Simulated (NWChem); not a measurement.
Everything below was run with NWChem. System: C$_{2}$H$_{4}$N, charge 1, spin multiplicity 1, at the geometry of a parent with another charge or spin, in a state set for the comparison that need not be this species' ground state. Level: RHF/def2-TZVP.

Output (cleaned and shortened):

```
             Northwest Computational Chemistry Package (NWChem) 7.3.0
             --------------------------------------------------------

                                NWChem Input Module
                                -------------------

 Scaling coordinates for geometry "geometry" by  1.889725989
 (inverse scale =  0.529177249)

 Turning off AUTOSYM since
 SYMMETRY directive was detected!

                             Geometry "geometry" -> ""
                             -------------------------

 Output coordinates in angstroms (scale by  1.889725989 to convert to a.u.)

  No.       Tag          Charge          X              Y              Z
 ---- ---------------- ---------- -------------- -------------- --------------
    1 C                    6.0000    -1.29916100     0.23694000     0.00000000
    2 N                    7.0000    -0.10520800     0.48174000     0.00000000
    3 C                    6.0000     1.04656200    -0.38129800     0.00000000
    4 H                    1.0000    -1.86022600    -0.72420300     0.00000000
    5 H                    1.0000     1.66444700    -0.16329800    -0.88432900
    6 H                    1.0000     1.66444700    -0.16329800     0.88432900
    7 H                    1.0000     0.78338600    -1.45523000     0.00000000

 Effective nuclear repulsion energy (a.u.)      65.7368756623

            Nuclear Dipole moment (a.u.)
            ----------------------------
        X                 Y               Z
 ---------------- ---------------- ----------------
     0.0000075589     0.0000056692     0.0000000000

      Symmetry information
      --------------------

 Group name             Cs
 Group number              2
 Group order               2
 No. of unique centers     6

      Symmetry unique atoms

     1    2    3    4    5    7


 Summary of "ao basis" -> "" (spherical)
 ------------------------------------------------------------------------------
       Tag                 Description            Shells   Functions and Types
 ---------------- ------------------------------  ------  ---------------------
 *                         def2-tzvp                  on all atoms

 Summary of "ao basis" -> "ao basis" (spherical)
 ------------------------------------------------------------------------------
       Tag                 Description            Shells   Functions and Types
 ---------------- ------------------------------  ------  ---------------------
 C                         def2-tzvp                11       31   5s3p2d1f
 N                         def2-tzvp                11       31   5s3p2d1f
 H                         def2-tzvp                 4        6   3s1p

                                 NWChem SCF Module
                                 -----------------

  ao basis        = "ao basis"
  functions       =   117
  atoms           =     7
  closed shells   =    11
  open shells     =     0
  charge          =   1.00
  wavefunction    = RHF
  use symmetry    = T
  symmetry adapt  = T

 Summary of "ao basis" -> "ao basis" (spherical)
 ------------------------------------------------------------------------------
       Tag                 Description            Shells   Functions and Types
 ---------------- ------------------------------  ------  ---------------------
 C                         def2-tzvp                11       31   5s3p2d1f
 N                         def2-tzvp                11       31   5s3p2d1f
 H                         def2-tzvp                 4        6   3s1p

      Symmetry analysis of basis
      --------------------------

        a'         79
        a"         38

 Forming initial guess at       0.0s

      Superposition of Atomic Density Guess
      -------------------------------------

 Sum of atomic energies:        -131.65344502

 Renormalizing density from      23.00 to     22

      Non-variational initial energy
      ------------------------------

 Total energy =    -128.998346
 1-e energy   =    -292.881523
 2-e energy   =      98.146301
 HOMO         =      -0.737739
 LUMO         =      -0.486749

      Symmetry analysis of molecular orbitals - initial
      -------------------------------------------------

  Numbering of irreducible representations:

     1 a'          2 a"

  Orbital symmetries:

     1 a'          2 a'          3 a'          4 a'          5 a'
     6 a'          7 a'          8 a"          9 a'         10 a"
    11 a'         12 a'         13 a"         14 a'         15 a'
    16 a'         17 a'         18 a"         19 a'         20 a"
    21 a'

 Starting SCF solution at       1.0s

 ----------------------------------------------
         Quadratically convergent ROHF

 Convergence threshold     :          1.000E-07
 Maximum no. of iterations :          100
 Final Fock-matrix accuracy:          1.000E-09
 ----------------------------------------------

              iter       energy          gnorm     gmax       time
             ----- ------------------- --------- --------- --------
                 1     -131.9945641154  1.79D+00  5.07D-01      1.0
                 2     -132.1505941429  4.25D-01  9.68D-02      1.1
                 3     -132.1709646176  2.52D-02  6.24D-03      1.4
                 4     -132.1710207292  4.86D-04  2.61D-04      1.9
                 5     -132.1710208308  3.08D-07  8.58D-08      2.7
                 6     -132.1710208308  8.92D-09  3.57D-09      3.2

       Final RHF  results
       ------------------

         Total SCF energy =   -132.171020830817
      One-electron energy =   -301.771932275883
      Two-electron energy =    103.864035782783
 Nuclear repulsion energy =     65.736875662283

        Time for solution =      2.3s

       Symmetry analysis of molecular orbitals - final
       -----------------------------------------------

  Numbering of irreducible representations:

     1 a'          2 a"

  Orbital symmetries:

     1 a'          2 a'          3 a'          4 a'          5 a'
     6 a'          7 a'          8 a"          9 a'         10 a'
    11 a"         12 a'         13 a"         14 a'         15 a'
    16 a'         17 a'         18 a"         19 a'         20 a"
    21 a'

             Final eigenvalues
             -----------------

              1
    1  -15.9209
    2  -11.6446
    3  -11.5119
    4   -1.5520
    5   -1.2387
    6   -1.0516
    7   -0.9382
    8   -0.8573
    9   -0.8573
   10   -0.7261
   11   -0.7234
   12   -0.2514
   13   -0.1289
   14   -0.0345
   15   -0.0179
   16    0.0258
   17    0.0442
   18    0.0516
   19    0.0813
   20    0.0921
   21    0.1186

                       ROHF Final Molecular Orbital Analysis
                       -------------------------------------

 Vector    9  Occ=2.000000D+00  E=-8.572908D-01  Symmetry=a'
              MO Center=  4.0D-01, -3.3D-02,  4.7D-15, r^2= 2.0D+00
   Bfn.  Coefficient  Atom+Function         Bfn.  Coefficient  Atom+Function
  ----- ------------  ---------------      ----- ------------  ---------------
    38      0.234670  2 N  py                41      0.212164  2 N  py
    68      0.200435  3 C  px                71      0.176417  3 C  px
    69      0.150939  3 C  py

 Vector   10  Occ=2.000000D+00  E=-7.260509D-01  Symmetry=a'
              MO Center=  1.8D-01, -3.7D-02, -4.5D-16, r^2= 2.3D+00
   Bfn.  Coefficient  Atom+Function         Bfn.  Coefficient  Atom+Function
  ----- ------------  ---------------      ----- ------------  ---------------
    38      0.250819  2 N  py                41      0.234953  2 N  py
   113      0.195576  7 H  s                 69     -0.189111  3 C  py
     6     -0.168581  1 C  px                72     -0.163950  3 C  py

 Vector   11  Occ=2.000000D+00  E=-7.233888D-01  Symmetry=a"
              MO Center=  2.4D-01,  6.2D-02,  2.6D-15, r^2= 2.4D+00
   Bfn.  Coefficient  Atom+Function         Bfn.  Coefficient  Atom+Function
  ----- ------------  ---------------      ----- ------------  ---------------
     8      0.232077  1 C  pz                39      0.230287  2 N  pz
    11      0.223959  1 C  pz                70     -0.224700  3 C  pz
    42      0.218455  2 N  pz                73     -0.201731  3 C  pz
   101      0.158199  5 H  s                107     -0.158199  6 H  s

 Vector   12  Occ=0.000000D+00  E=-2.514390D-01  Symmetry=a'
              MO Center= -1.1D+00,  3.1D-01,  1.3D-14, r^2= 2.3D+00
   Bfn.  Coefficient  Atom+Function         Bfn.  Coefficient  Atom+Function
  ----- ------------  ---------------      ----- ------------  ---------------
    96      0.345335  4 H  s                 12      0.287986  1 C  px
     5     -0.269597  1 C  s                 10     -0.241445  1 C  py
     7     -0.233994  1 C  py                44      0.227004  2 N  py
    67     -0.203203  3 C  s                 38      0.197827  2 N  py
    41      0.196057  2 N  py                 4     -0.190784  1 C  s

 Vector   13  Occ=0.000000D+00  E=-1.288523D-01  Symmetry=a"
              MO Center= -9.0D-01,  2.3D-01,  1.4D-14, r^2= 2.5D+00
   Bfn.  Coefficient  Atom+Function         Bfn.  Coefficient  Atom+Function
  ----- ------------  ---------------      ----- ------------  ---------------
    14      0.641625  1 C  pz                45     -0.553954  2 N  pz
    11      0.309497  1 C  pz                 8      0.288526  1 C  pz
    39     -0.287294  2 N  pz                42     -0.252610  2 N  pz

 Vector   14  Occ=0.000000D+00  E=-3.447625D-02  Symmetry=a'
              MO Center= -5.5D-01, -7.4D-01, -7.0D-15, r^2= 6.2D+00
   Bfn.  Coefficient  Atom+Function         Bfn.  Coefficient  Atom+Function
  ----- ------------  ---------------      ----- ------------  ---------------
    67      2.607462  3 C  s                 96     -1.781541  4 H  s
    36      1.504758  2 N  s                114     -1.178910  7 H  s
   102     -1.135622  5 H  s                108     -1.135622  6 H  s
    12     -0.940816  1 C  px                13     -0.871594  1 C  py
    43     -0.646557  2 N  px                74      0.548555  3 C  px

 center of mass
 --------------
 x =  -0.10046680 y =   0.11184793 z =   0.00000000

 moments of inertia (a.u.)
 ------------------
          35.045483044315          33.564468157304           0.000000000000
          33.564468157304         159.626486671224           0.000000000000
           0.000000000000           0.000000000000         183.413729149591

  Mulliken analysis of the total density
  --------------------------------------

    Atom       Charge   Shell Charges
 -----------   ------   -------------------------------------------------------
    1 C    6     5.73   0.86  1.12  0.53  0.64  0.10  1.11  1.09  0.18  0.03  0.07  0.01
    2 N    7     7.05   0.82  1.16  0.54  0.86  0.16  1.44  1.61  0.40  0.01  0.06  0.00
    3 C    6     6.19   0.85  1.12  0.49  0.68  0.11  1.22  1.34  0.28  0.02  0.06  0.01
    4 H    1     0.64   0.21  0.37  0.03  0.03
    5 H    1     0.79   0.26  0.46  0.05  0.02
    6 H    1     0.79   0.26  0.46  0.05  0.02
    7 H    1     0.81   0.26  0.47  0.07  0.02

       Multipole analysis of the density wrt the origin
       ------------------------------------------------

     L   x y z        total         open         nuclear
     -   - - -        -----         ----         -------
     0   0 0 0      1.000000      0.000000     23.000000

     1   1 0 0     -0.922332      0.000000      0.000008
     1   0 1 0     -0.591133      0.000000      0.000006
     1   0 0 1     -0.000000      0.000000      0.000000

     2   2 0 0     -3.356665      0.000000     94.244140
     2   1 1 0      0.140156      0.000000    -17.614128
     2   1 0 1     -0.000000      0.000000      0.000000
     2   0 2 0    -10.815447      0.000000     19.745069
     2   0 1 1     -0.000000      0.000000      0.000000
     2   0 0 2    -12.216576      0.000000      5.585414

 Task  times  cpu:        3.2s     wall:        3.2s

 Total times  cpu:        3.2s     wall:        3.2s
```

Write an NWChem input that would produce this output.

Several could match; the one computed here: 
```
start mol
memory heap 200 mb stack 900 mb global 1100 mb
charge 1
geometry units angstroms nocenter noautoz
  C     -1.299161     0.236940     0.000000
  N     -0.105208     0.481740     0.000000
  C      1.046562    -0.381298     0.000000
  H     -1.860226    -0.724203     0.000000
  H      1.664447    -0.163298    -0.884329
  H      1.664447    -0.163298     0.884329
  H      0.783386    -1.455230     0.000000
  symmetry group Cs
end
basis spherical
  * library def2-tzvp
end
scf
  rhf
  nopen 0
  maxiter 100
  thresh 1e-7
  semidirect memsize 60000000 filesize 0
end
task scf energy
```
